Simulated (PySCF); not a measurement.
Spinor energies of Pm³⁶⁺ (promethium, charge +36)

Start: [Ar] 3d7; 3d3/2 filled at m_j = -3/2, -1/2, +1/2, +3/2; 3d5/2 filled at m_j = +1/2, +3/2, +5/2. Calculated with PySCF 2.14 in an uncontracted even-tempered set (16 s from 7 bohr⁻², ratio 2.8; 12 p from 9 bohr⁻², ratio 2.8; 8 d from 9 bohr⁻², ratio 2.8; 3 f from 33 bohr⁻², ratio 3): generalised Hartree-Fock with the X2C-1e Hamiltonian and a Gaussian nucleus; one run each with spin-orbit coupling (SO) switched off, then screened by Boettger's factors.

| spinor shell | electrons | ε, spin-free (eV) | ε, screened SO (eV) | weight of nominal j (screened SO) | rms radius, screened SO (bohr) |
| --- | --- | --- | --- | --- | --- |
| 1s1/2 | 2 | -47076.6 | -47068.0 | 1.000 | 0.0264 |
| 2s1/2 | 2 | -9118.6 | -9115.3 | 1.000 | 0.107 |
| 2p1/2 | 2 | -8318.4 | -8718.8 | 1.000 | 0.0915 |
| 2p3/2 | 4 | -8318.4 | -8142.0 | 1.000 | 0.0973 |
| 3s1/2 | 2 | -3141.0 | -3140.0 | 1.000 | 0.268 |
| 3p1/2 | 2 | -2881.6 | -2978.0 | 0.997 | 0.258 |
| 3p3/2 | 4 | -2881.6 | -2838.4 | 0.999 | 0.270 |
| 3d3/2 | 4 | -2568.3 | -2582.4 | 0.961 | 0.238 |
| 3d5/2 | 3 | -2568.3 | -2555.7 | 0.963 | 0.241 |

```tsv
quantity	spin-free	screened SO
E (hartree)	-9146.22834	-9152.44296
M_J	9/2	9/2
⟨J²⟩	24.750	24.751
⟨L²⟩	12.000	14.959
⟨S²⟩	3.750	2.793
```

Each row is a mean over spinors that exchange with the open shell spreads, by up to 35.090 eV (3p3/2).

Breit and QED terms are absent; they matter most for the inner s and p1/2 levels.

Densities and radii are taken from the X2C orbitals without a picture-change correction, which distorts them close to the nucleus.

Without spin-orbit coupling the j labels of p, d and f shells carry no meaning; the spin-free column gives the mean over the occupied spinors of each nl shell.
